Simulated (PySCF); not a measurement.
AuClH3N, SMILES [Au](<-[NH3])[Cl], multiplicity 1. The structure is a stationary point at B3LYP-D3(BJ)/def2-TZVP. The multiplicity is an assumed one; other spin states were not compared. The def2 effective core potentials stand for the cores of Au; spin–orbit coupling is left out.

Computed equilibrium geometry at B3LYP-D3(BJ)/def2-TZVP (PySCF confirms it by a frequency run) as a Z-matrix, and its point group:
point group C3v.
```
N
H 1 1.0154
H 1 1.0154 2 108.14
H 1 1.0154 2 108.14 3 -116.87
Au 1 2.1148 2 110.78 3 121.57
Cl 5 2.2579 2 159.01 1 180.00
```
